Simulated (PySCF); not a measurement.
## Electron correlation in Cd (cadmium, neutral)

[Kr] 4d9 5s2 6s1, 6s spin antiparallel (an excited configuration). Computed with PySCF 2.14 in aug-cc-pVTZ-PP with ECP28MDF, with scalar relativity through the core potential. Frozen: 4s2 4p6; 12 electrons correlated.

MP2 pair energies summed by pair of shells (mhartree):

| pair | energy | share (%) |
| --- | --- | --- |
| 4d-4d | -295.22 | 71.7 |
| 4d-5s | -85.51 | 20.8 |
| 5s-5s | -23.63 | 5.7 |
| 5s-6s | -4.41 | 1.1 |
| 4d-6s | -2.98 | 0.7 |

Total MP2 correlation energy: -411.75 mhartree.

Same-spin part -145.17 and opposite-spin part -266.58 mhartree; SCS-MP2 scales them by 1/3 and 6/5 to -368.28 mhartree.
